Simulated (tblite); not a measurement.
C₆H₁₂GeOSi.
Atom-mapped SMILES: `[CH3:1][C:2]#[C:3][Ge@H:4]1[CH2:5][CH2:6][CH2:7][O:8][SiH2:9]1` (hydrogens: H10, H11, H12 on C1; H13 on Ge4; H14, H15 on C5; H16, H17 on C6; H18, H19 on C7; H20, H21 on Si9)

Computed with GFN2-xTB (tblite), gas phase: L-BFGS steps from a force-field or distance-geometry start until the largest atomic force falls under 0.01 eV/Å.

Step 80: E = -725.8113 eV
```
atom  x, y, z in Å  |  force x, y, z in eV/Å
C1      4.3860    0.8633   -0.6076    0.026   0.011   0.005
C2      2.9818    0.5134   -0.6515    0.071   0.050  -0.009
C3      1.8077    0.2426   -0.6971   -0.021  -0.036   0.029
Ge4    -0.0412   -0.1843   -0.7731   -0.085   0.001  -0.054
C5     -0.4990   -1.4378    0.7300   -0.045   0.001   0.034
C6     -1.6614   -0.8953    1.5619   -0.023  -0.001  -0.006
C7     -2.8779   -0.5224    0.7085    0.013   0.013  -0.008
O8     -2.8486    0.7935    0.2356    0.010   0.031   0.001
Si9    -1.6044    1.5400   -0.4879    0.013   0.055  -0.020
H10     4.9793    0.1259   -1.1486   -0.037  -0.009   0.007
H11     4.5392    1.8404   -1.0666   -0.010  -0.006   0.008
H12     4.7297    0.9015    0.4261   -0.005  -0.003  -0.001
H13    -0.1348   -0.9995   -2.0604   -0.002   0.004   0.025
H14    -0.7771   -2.4167    0.3340    0.010   0.007  -0.020
H15     0.3598   -1.5969    1.3838    0.033   0.007  -0.007
H16    -1.9684   -1.6427    2.3005    0.028   0.012  -0.021
H17    -1.3518    0.0015    2.1065   -0.010  -0.035  -0.012
H18    -3.8002   -0.6131    1.2919    0.009   0.001   0.036
H19    -2.9490   -1.2078   -0.1475    0.001  -0.034   0.008
H20    -1.1046    2.5833    0.4138   -0.009  -0.029  -0.003
H21    -2.1742    2.1279   -1.6980    0.031  -0.041   0.009
```

Step 81: E = -725.8123 eV
```
atom  x, y, z in Å  |  force x, y, z in eV/Å
C1      4.3815    0.8589   -0.5919    0.006   0.008   0.011
C2      2.9765    0.5149   -0.6546    0.036   0.033  -0.004
C3      1.8027    0.2443   -0.7147   -0.001  -0.021   0.044
Ge4    -0.0472   -0.1822   -0.7862   -0.053   0.021  -0.069
C5     -0.4943   -1.4378    0.7168   -0.044  -0.001   0.040
C6     -1.6463   -0.8906    1.5596   -0.021  -0.006   0.016
C7     -2.8737   -0.5213    0.7205    0.007   0.014   0.000
O8     -2.8495    0.7907    0.2364   -0.002   0.028   0.010
Si9    -1.6127    1.5393   -0.4975    0.015   0.036  -0.019
H10     4.9775    0.1191   -1.1267   -0.031   0.009  -0.002
H11     4.5427    1.8383   -1.0439    0.005  -0.024   0.009
H12     4.7103    0.8899    0.4470    0.000   0.006  -0.005
H13    -0.1404   -0.9918   -2.0753   -0.010  -0.013   0.011
H14    -0.7828   -2.4139    0.3211    0.022   0.005  -0.015
H15     0.3706   -1.6017    1.3627    0.010   0.004  -0.025
H16    -1.9457   -1.6354    2.3046    0.034   0.024  -0.025
H17    -1.3277    0.0080    2.0973   -0.026  -0.048  -0.021
H18    -3.7871   -0.6079    1.3192    0.016   0.018   0.027
H19    -2.9610   -1.2132   -0.1291    0.014  -0.031   0.009
H20    -1.1086    2.5887    0.3937   -0.007  -0.022   0.010
H21    -2.1937    2.1207   -1.7047    0.028  -0.039   0.000
```

Step 82: E = -725.8131 eV
```
atom  x, y, z in Å  |  force x, y, z in eV/Å
C1      4.3759    0.8571   -0.5811   -0.011  -0.003   0.014
C2      2.9707    0.5172   -0.6584    0.006   0.013   0.003
C3      1.7986    0.2413   -0.7291   -0.007  -0.008   0.050
Ge4    -0.0533   -0.1830   -0.7968   -0.004   0.036  -0.056
C5     -0.4908   -1.4376    0.7102   -0.021   0.016   0.002
C6     -1.6371   -0.8891    1.5576   -0.011  -0.005   0.016
C7     -2.8691   -0.5187    0.7276   -0.010   0.004   0.000
O8     -2.8468    0.7917    0.2403   -0.003   0.037   0.009
Si9    -1.6153    1.5398   -0.5035    0.006   0.008  -0.008
H10     4.9731    0.1149   -1.1110   -0.019   0.021  -0.013
H11     4.5431    1.8377   -1.0275    0.019  -0.025   0.003
H12     4.6935    0.8824    0.4614    0.004   0.013  -0.002
H13    -0.1487   -0.9883   -2.0860   -0.017  -0.032  -0.005
H14    -0.7815   -2.4130    0.3167    0.018  -0.020  -0.021
H15     0.3786   -1.5998    1.3503    0.007   0.002  -0.024
H16    -1.9318   -1.6334    2.3030    0.017  -0.003   0.009
H17    -1.3140    0.0077    2.0932   -0.018  -0.013  -0.001
H18    -3.7769   -0.6033    1.3350    0.008   0.027   0.025
H19    -2.9656   -1.2136   -0.1182    0.017  -0.028  -0.004
H20    -1.1067    2.5927    0.3792   -0.002  -0.011   0.022
H21    -2.2049    2.1141   -1.7085    0.020  -0.027  -0.020
```

Q: Estimate the geometry and energy of step 83. (The exact step hangs on the optimiser's Hessian estimate; all steps are aligned on step 82, rigid shifts and turns removed.)

A: E = -725.8136 eV, largest force 0.055 eV/Å
```
atom  x, y, z in Å  |  force x, y, z in eV/Å
C1      4.3737    0.8537   -0.5694   -0.023  -0.003   0.009
C2      2.9670    0.5222   -0.6564   -0.045  -0.009   0.006
C3      1.7949    0.2462   -0.7345    0.021   0.006   0.051
Ge4    -0.0577   -0.1800   -0.8072    0.025   0.032  -0.031
C5     -0.4901   -1.4391    0.6998   -0.002   0.007  -0.012
C6     -1.6262   -0.8835    1.5564    0.002  -0.010   0.018
C7     -2.8668   -0.5189    0.7359   -0.006   0.007   0.011
O8     -2.8504    0.7892    0.2398   -0.004   0.005   0.020
Si9    -1.6228    1.5385   -0.5094   -0.003  -0.012  -0.002
H10     4.9678    0.1078   -1.0971   -0.007   0.020  -0.019
H11     4.5503    1.8339   -1.0126    0.021  -0.024   0.002
H12     4.6852    0.8739    0.4748    0.004   0.016   0.005
H13    -0.1498   -0.9790   -2.0995   -0.018  -0.042  -0.011
H14    -0.7902   -2.4119    0.3046    0.023   0.001  -0.006
H15     0.3850   -1.6090    1.3321   -0.025   0.010  -0.041
H16    -1.9125   -1.6213    2.3121    0.016   0.003  -0.006
H17    -1.2945    0.0171    2.0810   -0.030  -0.021  -0.006
H18    -3.7681   -0.6020    1.3539    0.017   0.039   0.009
H19    -2.9711   -1.2201   -0.1045    0.018  -0.009   0.007
H20    -1.1128    2.5945    0.3676    0.001  -0.001   0.029
H21    -2.2200    2.1047   -1.7132    0.015  -0.015  -0.034
```

The energy changes by -0.0005 eV. The first-order estimate −F·Δx gives -0.0008 eV and the mean of the old and new forces, exact on a quadratic surface, -0.0005 eV. The step makes an angle of 85° with the force vector and moves no atom by more than 0.025 Å.

The cost below is that of the whole relaxation. Hardware: one thread of an Arm Neoverse V1 (shared host). Cost: 2.0 s of wall time.
